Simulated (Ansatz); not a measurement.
hydrogen fluoride (hydrogen fluoride), singlet, at a GFN2-xTB geometry; BHLYP/STO-3G in Ansatz (a quantum-chemistry and plane-wave program).

Input for Ansatz:
Ansatz 0.2 input:
```yaml
crystal:
  periodic: [false, false, false]
  atoms:
    - {symbol: F, position_ang: [-0.00000000, -0.00000000, -0.09325170]}
    - {symbol: H, position_ang: [0.00000000, 0.00000000, 0.83926531]}
basis:
  gaussian:
    orbitals: STO-3G
hamiltonian:
  xc: {name: BHLYP}
accuracy: high
```

It wrote (shortened):

```
Functional definition: BHLYP
77 factors; integrals over basis functions are off by at most 4.3e-8 eV
mean field evaluation 1: about -2690.6842 eV, gradient 1.3e1 eV
mean field evaluation 2: about -2691.4363 eV, gradient 3.2e0 eV
mean field evaluation 4: about -2691.4707 eV, gradient 9.2e-2 eV
mean field evaluation 8: about -2691.4787 eV, gradient 1.7e-4 eV
mean field -2691.47868856 eV, -98.9100174549 hartree, gradient 6.6e-10 eV, S^2 0.000000; 0 other end points of the search recorded, 0 dependent functions left out
reference -2691.47869868 eV, -98.9100178265 hartree; 5, 5 occupied and 1, 1 virtual orbitals, 77 factors
Total energy: -2691.47869868 eV, -98.9100178265 hartree
```
